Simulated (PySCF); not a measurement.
## How methods differ on the ionisation energy of Br(29+)

Br(29+) [He] 2s2 2p2 (3P) → Br(30+) [He] 2s2 2p1 (2P), as a difference of total energies. Calculation: PySCF 2.14, in an even-tempered Gaussian basis (19 s from 8.7 bohr⁻², ratio 2.2; 12 p from 11 bohr⁻², ratio 2.2; 6 d from 46 bohr⁻², ratio 2.4; 5 f from 69 bohr⁻², ratio 2.4; 4 g from 100 bohr⁻², ratio 2.4); the spin-free X2C one-electron Hamiltonian (Gaussian nucleus). Correlated levels: nothing frozen; virtual orbitals above 40 to 60 times the deepest correlated orbital energy dropped. The calculations carry no spin-orbit coupling.

```
                 method  ionisation energy (eV)
                    UHF                  3345.7
                    LDA                  3343.3
                    PBE                  3345.0
                   PBE0                  3345.5
                 r2SCAN                  3347.7
                   MN15                  3346.7
                    M06                  3347.2
    MP2 (all electrons)                  3345.4
SCS-MP2 (all electrons)                  3345.0
```

Spin-orbit coupling is strong in these open shells (close to jj coupling). The scalar numbers leave it out and a first-order estimate fails, so it can dominate the gap to the real levels.

For this ion Breit and QED terms and the two-electron picture change, all absent here, outweigh the differences among the correlated methods.

For comparison: 3361 ± 3 eV (semi-empirical (NIST evaluation); NIST Atomic Spectra Database, ionization energies).
